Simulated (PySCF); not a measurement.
Si(CCH)2(F)(Me) (C5H5FSi), SMILES C#C[Si](C#C)(C)F. Atoms are numbered in the order given.

```xyz
12

C     -0.2102    -1.4011     2.4913
C     -0.0807    -0.7200     1.4948
Si     0.0788     0.3297     0.0000
C     -1.1581     1.7079     0.0000
F      1.5810     0.9594     0.0000
C     -0.0807    -0.7200    -1.4948
C     -0.2102    -1.4011    -2.4913
H     -0.3211    -2.0085     3.3744
H     -1.0349     2.3371     0.8952
H     -1.0349     2.3371    -0.8952
H     -2.1807     1.2985     0.0000
H     -0.3211    -2.0085    -3.3744
```

The structure is a stationary point at ωB97X-D3(BJ)/def2-SVP.

The numbers are results of ωB97X-D3(BJ)/def2-SVP (PySCF), not measurements.

Frequencies are harmonic and unscaled.

```csv
mode,ν (cm⁻¹),IR (km/mol),moving atoms (share of kinetic energy)
1,91,1.2,"C 71 %, H 18 %"
2,126,0.7,"C 54 %, H 25 %, F 20 %"
3,129,3.4,"C 53 %, H 21 %, Si 13 %, F 13 %"
4,154,0.0,H 92 %
5,185,0.3,"C 49 %, F 23 %, H 22 %"
6,236,2.0,"F 38 %, C 32 %, H 21 %, Si 8 %"
7,308,8.0,"C 78 %, H 19 %"
8,347,26.8,"C 69 %, F 20 %"
9,396,31.4,"C 77 %, H 10 %"
10,417,75.1,"C 76 %, Si 9 %, H 8 %"
11,564,23.7,"C 73 %, H 10 %, Si 9 %, F 8 %"
12,677,110.0,"C 42 %, Si 38 %, H 20 %"
13,755,41.2,"H 40 %, C 30 %, Si 20 %, F 10 %"
14,774,17.7,"H 75 %, C 25 %"
15,775,29.8,"H 74 %, C 25 %"
16,787,2.2,"H 75 %, C 25 %"
17,787,43.0,"H 74 %, C 26 %"
18,804,129.5,"H 41 %, Si 29 %, C 26 %"
19,826,219.1,"H 56 %, C 22 %, Si 22 %"
20,921,195.2,"Si 48 %, F 43 %"
21,1291,42.2,"H 76 %, C 24 %"
22,1435,5.1,H 96 %
23,1435,2.2,H 96 %
24,2202,39.8,"C 90 %, H 10 %"
25,2202,98.1,"C 90 %, H 10 %"
26,3073,0.1,H 97 %
27,3180,1.2,"H 91 %, C 9 %"
28,3184,1.0,"H 91 %, C 9 %"
29,3470,62.3,"H 85 %, C 15 %"
30,3470,26.7,"H 85 %, C 15 %"
```
